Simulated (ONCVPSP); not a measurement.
Transferability test, ONCV potential for Al

- Element: Al (Z = 13)
- Generator: ONCVPSP 4.0.1
- Type: optimised norm-conserving Vanderbilt (ONCV)
- Functional: PBE
- Relativity: scalar-relativistic
- Frozen core: [Ne]
- Valence charge: 3
- Reference configuration: 3s1.75 3p1.25
- Partial waves: 3s: rc 1.90 bohr, ncon 4, nbas 7, qcut 4 1/bohr, 3 projectors, debl 2.8 Ha; 3p: rc 2.35 bohr, ncon 4, nbas 7, qcut 3.6 1/bohr, 2 projectors, debl 3.3 Ha; d scattering state at 0.39 Ha: rc 2.20 bohr, ncon 4, nbas 9, qcut 4.3 1/bohr, 3 projectors, debl 1.4 Ha
- Local potential: polynomial inside 1.25 bohr (lpopt 5, dvloc0 4 Ha)
- Core correction: Teter function, fcfact 5, rcfact 1.2

Energies are relative to the spin-unpolarised reference configuration 3s1.75 3p1.25; without spin polarisation the order of configurations can differ from experiment.

```csv
valence configuration,charge,ΔE all-electron (eV),error AE − PS (meV)
3s1 3p0,+2,23.720,+26
3s1 3p1,+1,10.305,+4.3
```

(1) What are ΔE and the potential's error for 3s2 3p0?

(2) What are ΔE and the potential's error for 3s2 3p1?

Levels in the configuration 3s1 3p0:

| level | all-electron (eV) | pseudo (eV) |
| --- | --- | --- |
| 3s | -23.748 | -23.649 |

## Answers

(1) ΔE = 4.495 eV all-electron; the error (AE − PS) is -0.9 meV.

(2) ΔE = -1.267 eV all-electron; the error (AE − PS) is +0.2 meV.
